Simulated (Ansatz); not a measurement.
Start from `C[AsH]C` and change one element to get `[CH3][SbH][CH3]`.

Ansatz, PBE0-D4/def2-TZVP geometries, multiplicity 1. 

Elements past krypton have def2 core potentials. Scalar relativity is left out up to krypton.

```json
{"property": "HOMO energy (B3LYP/def2-TZVPP) / eV", "`C[AsH]C`": "-6.59"}
{"property": "HOMO–LUMO gap (PBE0/def2-TZVPP) / eV", "`C[AsH]C`": "7.44"}
{"property": "HOMO energy (PBE/def2-TZVPP) / eV", "`C[AsH]C`": "-5.68"}
{"property": "LUMO energy (PBE0/def2-TZVPP) / eV", "`C[AsH]C`": "0.68"}
{"property": "LUMO energy (ωB97M-V/def2-TZVPP) / eV", "`C[AsH]C`": "2.27"}
{"property": "LUMO energy (B3LYP/def2-TZVPP) / eV", "`C[AsH]C`": "0.38"}
```

Question: Give the same properties after the change, and the shifts. (Estimate.)

Answer: Ansatz gave: 
| property | `[CH3][SbH][CH3]` | shift |
| --- | --- | --- |
| HOMO energy (B3LYP/def2-TZVPP) / eV | -6.52 | 0.07 |
| HOMO–LUMO gap (PBE0/def2-TZVPP) / eV | 6.69 | -0.75 |
| HOMO energy (PBE/def2-TZVPP) / eV | -5.68 | 0.00 |
| LUMO energy (PBE0/def2-TZVPP) / eV | 0.01 | -0.67 |
| LUMO energy (ωB97M-V/def2-TZVPP) / eV | 1.51 | -0.76 |
| LUMO energy (B3LYP/def2-TZVPP) / eV | -0.24 | -0.62 |

With PBE0 the HOMO rises by 0.09 eV and the LUMO falls by 0.67 eV, so the gap narrows by about 0.76 eV. PBE moves the HOMO by 0.00 eV and ωB97M-V by 0.17 eV.

B3LYP here is the variant with VWN-RPA as its local correlation; programs differ in this.

Spin–orbit coupling is left out; it splits and shifts lone-pair levels of the heavy atoms by tenths of an eV.
